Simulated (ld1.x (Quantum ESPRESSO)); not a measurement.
**Before and after: TM potential for niobium**

```
Element                 : Nb (Z = 41)
Generator               : ld1.x (Quantum ESPRESSO) 7.5
Type                    : norm-conserving Troullier–Martins (Kleinman–Bylander form)
Functional              : PW91
Relativity              : scalar-relativistic
Frozen core             : [Kr]
Valence charge          : 5
Reference configuration : 4d4 5s0.75 5p0.25
Partial waves           : 5s (bound): rc 3.30 bohr; 4d (bound): rc 2.15 bohr; 4f channel at 0.1 Ry: rc 3.40 bohr; 5p (bound): rc 4.20 bohr
Local potential         : the p channel
Core correction         : Bessel-smoothed model core, default radius (core density twice the valence density)
```

Change: all radii but the core radius scaled by about 1.34 (s 4.42, p 5.62, d 2.88, f 4.56 bohr).

Cutoffs: the cutoffs (Ry, on a coarse ladder) from which the occupation-weighted sum of valence levels, in a spherical-Bessel basis at the reference potential, stays within 10 and 1 mRy of its value at 400 Ry; they do not see the model core or the augmentation charge, which bear on the density cutoff. Errors are all-electron minus pseudo energies relative to the spin-unpolarised reference configuration.

How do hardness, ghosts and transferability respond?

The potential gets softer (35 Ry and 40 Ry → 25 Ry and 30 Ry); the s channel binds one level more than in the base; of the 7 tests that both files solve, the error grows in 2 and shrinks in 3 by more than 15 % and 0.3 meV (median size 70.5 → 28.0 meV); neither file shows a bound ghost at the reference potential, the only one tested. A larger radius leaves more room for a smooth pseudo-wave, so fewer plane waves are needed.

| quantity | base | changed |
| --- | --- | --- |
| cutoff, loose | 35 Ry | 25 Ry |
| cutoff, tight | 40 Ry | 30 Ry |
| loose cutoff by channel (10 mRy a level) | s 6 Ry, d 30 Ry, p 6 Ry | s 6 Ry, d 21 Ry, p 6 Ry |
| bound ghosts | none | none |
| error for 4d4 5s1 5p0, meV [ΔE -0.72 eV] | -0.1 | +0.2 |
| error for 4d4 5s0 5p0, meV [ΔE 5.96 eV] | -15 | -19 |
| error for 4d3 5s0 5p0, meV [ΔE 20.06 eV] | -182 | -284 |
| error for 4d1 5s0 5p0, meV [ΔE 81.82 eV] | -1943 | -1831 |
| error for 4d3 5s2 5p0, meV [ΔE -1.25 eV] | -91 | +69 |
| error for 4d4 5s0.5 5p0, meV [ΔE 1.94 eV] | -2.7 | +0.3 |
| error for 4d5 5s0 5p0, meV [ΔE 0.55 eV] | -71 | -28 |

Changed file: These tests converged, but a pseudo level misses the all-electron one widely, so the file describes the atom poorly there or has found another state: 4d1 5s0 5p0: empty 5s by 8.8 eV.
